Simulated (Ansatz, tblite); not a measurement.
Isomers of Ge$_{2}$S$_{4}$⁻ (doublet), found by a short tight-binding search and relaxed with PBE-D4/def2-SVPD in Ansatz.

The xTB rows come from tblite. Correlated methods freeze 38 core orbitals; core or outer-core shells of Ge are correlated, in sets that lack core-valence functions.

Other spin states weren't relaxed.

A:

Cartesian coordinates in Å:
```
Ge -0.795 -1.015 -0.506
Ge 1.823 0.529 1.661
S -0.142 -0.478 1.778
S -2.894 -1.176 -0.882
S 0.082 0.938 -1.516
S 1.926 1.202 -0.535
```

B:

```tsv
atom	x (Å)	y (Å)	z (Å)
Ge1	-0.0370	-0.9305	-1.7034
Ge2	-0.0464	1.1034	0.9118
S3	1.8592	-1.6628	-0.4222
S4	0.0739	-1.3899	0.7173
S5	0.0464	1.3805	-1.4176
S6	-1.8961	1.4993	1.9141
```

C:

```tsv
atom	x (Å)	y (Å)	z (Å)
Ge1	-0.8139	0.9568	2.4055
Ge2	1.0046	0.4083	-0.1734
S3	0.6418	-1.9009	-2.7392
S4	0.3357	-0.8902	1.7451
S5	-0.6161	2.0863	0.4380
S6	-0.5521	-0.6603	-1.6760
```

Estimate which lies lowest at each level, and how far above it the others are (kJ/mol).


```tsv
level	A	B	C
GFN1-xTB	0.0	47.7	122.9
GFN2-xTB	9.6	2.9	0.0
HF/def2-TZVPD	4.3	27.5	0.0
PBE-D4/def2-TZVPD	0.0	1.2	0.4
r2SCAN-D4/def2-TZVPD	0.0	4.4	5.5
r2SCANh-D4/def2-TZVPD	0.0	3.8	4.7
PBE0-D4/def2-TZVPD	0.0	0.9	0.0
r2SCAN0-D4/def2-TZVPD	0.0	3.2	3.8
MP2/def2-TZVPD	5.9	0.0	12.0
```
Point groups (tolerance 0.1 Å): A not assigned, B not assigned, C not assigned. Lower isomers may exist.
